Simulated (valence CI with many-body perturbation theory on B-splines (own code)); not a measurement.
Values are calculated unless marked as measured or tabulated.
**Hyperfine factors and g values of Ba32+**

Method: configuration interaction combined with many-body perturbation theory (CI+MBPT): six valence electrons over a frozen Dirac-Fock core [Ar], radial functions for each j: 7 s, 7 p, 8 d, 6 f, 4 g, 1 h, with the one-electron correlation potential Σ1 (screened to all orders), the two-electron term Σ2, the three-electron term Σ3, Breit, model QED; selected single and double excitations, second order for the rest, scaled by the run's own slope (own B-spline code, finite nucleus).

The last digits are not significant, and no measured levels were compared; by estimate large intervals hold to a few tenths of a per cent, small ones and those within an open d or f shell to about a per cent. Core correlation moves these levels by up to 7800 cm⁻¹, and in measured spectra 5 to 20 % of such shifts remained as error; rates that hang on mixing are uncertain with them. Among the levels kept, up to 990 cm⁻¹ of a level comes from second order outside the variational space, and about a tenth of that is noise between levels of different J, which matters for small intervals. Only levels of the ground parity were solved; by the run's estimate the other parity begins above the list, which can be wrong where configurations are misplaced.

A/g_I is the dipole constant over the nuclear g factor μ/I (μ in nuclear magnetons, uniformly magnetised nucleus), B/Q the quadrupole constant per barn. Both hold the static response of the core; the bare values leave it out. Large factors of s and p1/2 electrons are usually good to 5 to 10 %; those of open d and f shells near neutrality can be off by tens of per cent, and small factors of p3/2, d and f electrons come from cancelling terms and can be off by a factor of two or in sign, in half-filled shells by more. B is blank for J = 1/2, where it vanishes, and for nearly pure S terms. Energies count from the lowest level. Levels with J = 0 are left out.

Levels are named by their leading jj configuration (3d3/2^4 stands for four electrons in 3d with j = 3/2), which in mixed levels can hold well under half, so a name can repeat and another be missing. Letters in brackets count levels of one name in rising energy.

```
                    Level  E (eV)      g  A/g_I (MHz)  A/g_I bare  B/Q (MHz/b)  B/Q bare
    (3d3/2^4 3d5/2^2) J=4   0.000  1.350        11800       12400        24500     25000
    (3d3/2^4 3d5/2^2) J=2   4.900  1.364        11800       12400        -9500     -9640
(3d3/2^3 3d5/2^3) J=3 [a]  12.781  1.423         7280        7920         3890      3950
(3d3/2^3 3d5/2^3) J=1 [a]  15.717  1.404        10600       11200        -8860     -9000
(3d3/2^3 3d5/2^3) J=4 [a]  16.580  1.119        14800       15100        17800     18100
    (3d3/2^3 3d5/2^3) J=5  21.361  1.122        16900       17200         9600      9780
    (3d3/2^3 3d5/2^3) J=6  21.386  1.120        18600       18800       -19300    -19700
(3d3/2^3 3d5/2^3) J=2 [a]  25.016  0.919        22500       22500       -17100    -17400
(3d3/2^3 3d5/2^3) J=3 [b]  25.561  1.029        21100       21200        12200     12400
(3d3/2^2 3d5/2^4) J=2 [a]  29.466  1.325         9430        9930         -178      -183
(3d3/2^3 3d5/2^3) J=4 [b]  32.813  1.009        21000       21100        -7570     -7710
(3d3/2^3 3d5/2^3) J=1 [b]  33.466  0.910        17700       17700        14500     14800
(3d3/2^3 3d5/2^3) J=2 [b]  34.224  1.222        12500       12800        21800     22200
(3d3/2^2 3d5/2^4) J=4 [a]  36.178  1.094        18500       18700          855       891
(3d3/2^3 3d5/2^3) J=3 [c]  36.935  1.123        19000       19300       -24700    -25200
    (3d3/2^2 3d5/2^4) J=5  38.495  1.101        19000       19200       -15900    -16100
(3d3/2^2 3d5/2^4) J=3 [a]  39.589  1.160        13700       14000       -17500    -17800
    (3d3/2^2 3d5/2^4) J=6  41.374  1.036        20900       21000       -24800    -25200
(3d3/2^2 3d5/2^4) J=3 [b]  42.189  0.922        24600       24500         2220      2270
    (3d3/2^2 3d5/2^4) J=1  46.546  1.172        17600       17900        -3950     -4030
(3d3/2^2 3d5/2^4) J=4 [b]  47.560  1.052        21300       21500         -174      -174
(3d3/2^2 3d5/2^4) J=2 [b]  47.592  1.051        20300       20400       -13000    -13300
      (3d3/2 3d5/2^5) J=1  53.464  1.494        -1610        -867        -6600     -6720
(3d3/2^2 3d5/2^4) J=2 [c]  54.760  0.783        29300       29000        -8430     -8570
(3d3/2^2 3d5/2^4) J=4 [c]  55.870  1.165        16100       16400       -23400    -23800
      (3d3/2 3d5/2^5) J=4  64.046  1.024        20600       20700       -17900    -18200
      (3d3/2 3d5/2^5) J=2  66.547  1.289        13100       13500       -27800    -28300
      (3d3/2 3d5/2^5) J=3  67.436  1.062        19700       19800       -29000    -29500
(3d3/2^2 3d5/2^4) J=2 [d]  71.130  1.002        21700       21800        29900     30500
```

Task: Take the isotope of mass number 137, with I = 3/2, μ = 0.9375 μN and Q = 0.236 b. What is the hyperfine structure of (3d3/2^3 3d5/2^3) J=2 [a]?

Result: From the table A = 14100 MHz, B = -4030 MHz. Shifts from the centre of gravity in MHz: F = 1/2: -67000, F = 3/2: -42300, F = 5/2: -4530, F = 7/2: 41300.
